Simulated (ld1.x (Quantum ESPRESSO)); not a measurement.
Before and after: RRKJ potential for molybdenum

- Element: molybdenum
- Generator: ld1.x (Quantum ESPRESSO) 7.5
- Type: norm-conserving RRKJ (Kleinman–Bylander form)
- Functional: PBE
- Relativity: scalar-relativistic
- Frozen core: [Ar] 3d10 4s2
- Valence charge: 12
- Reference configuration: 4p6 4d5 5s1 5p0
- Partial waves: 4p (bound): rc 1.45 bohr; 4d (bound): rc 1.35 bohr; 5s (bound): rc 2.85 bohr
- Local potential: the s channel
- Core correction: Bessel-smoothed model core inside 1.35 bohr
- rho0: 0.001

Change: wave 5s (bound): rc 2.85 bohr becomes 5s (bound): rc 4.16 bohr.

Cutoffs: the cutoffs (Ry, on a coarse ladder) from which the occupation-weighted sum of valence levels, in a spherical-Bessel basis at the reference potential, stays within 10 and 1 mRy of its value at 400 Ry; they do not see the model core or the augmentation charge, which bear on the density cutoff. Errors are all-electron minus pseudo energies relative to the spin-unpolarised reference configuration.

Q: How do hardness, ghosts and transferability respond?

A: The potential gets neither clearly harder nor softer (70 Ry and 110 Ry → 70 Ry and 110 Ry); of the 7 tests that both files solve, the error grows in 3 and shrinks in 3 by more than 15 % and 0.3 meV (median size 59.2 → 19.0 meV); neither file shows a bound ghost at the reference potential, the only one tested.

| quantity | base | changed |
| --- | --- | --- |
| cutoff, loose | 70 Ry | 70 Ry |
| cutoff, tight | 110 Ry | 110 Ry |
| bound ghosts | none | none |
| error for 4p6 4d5 5s0 5p0, meV [ΔE 6.89 eV] | -15 | -16 |
| error for 4p6 4d4 5s0 5p0, meV [ΔE 22.35 eV] | -59 | -162 |
| error for 4p6 4d3 5s0 5p0, meV [ΔE 49.10 eV] | -267 | -549 |
| error for 4p6 4d2 5s0 5p0, meV [ΔE 88.60 eV] | -631 | -1137 |
| error for 4p6 4d6 5s0 5p0, meV [ΔE 0.76 eV] | -48 | -5.9 |
| error for 4p6 4d5.5 5s0.5 5p0, meV [ΔE 0.28 eV] | -14 | -1.3 |
| error for 4p6 4d4 5s2 5p0, meV [ΔE 0.20 eV] | -66 | +19 |

Base: These tests converged, but a pseudo level misses the all-electron one widely, so the file describes the atom poorly there or has found another state: 4p6 4d3 5s0 5p0: empty 5p by 2.2 eV; 4p6 4d2 5s0 5p0: empty 5p by 3.3 eV. Changed file: These tests converged, but a pseudo level misses the all-electron one widely, so the file describes the atom poorly there or has found another state: 4p6 4d3 5s0 5p0: empty 5p by 2.6 eV; 4p6 4d2 5s0 5p0: empty 5p by 3.9 eV.
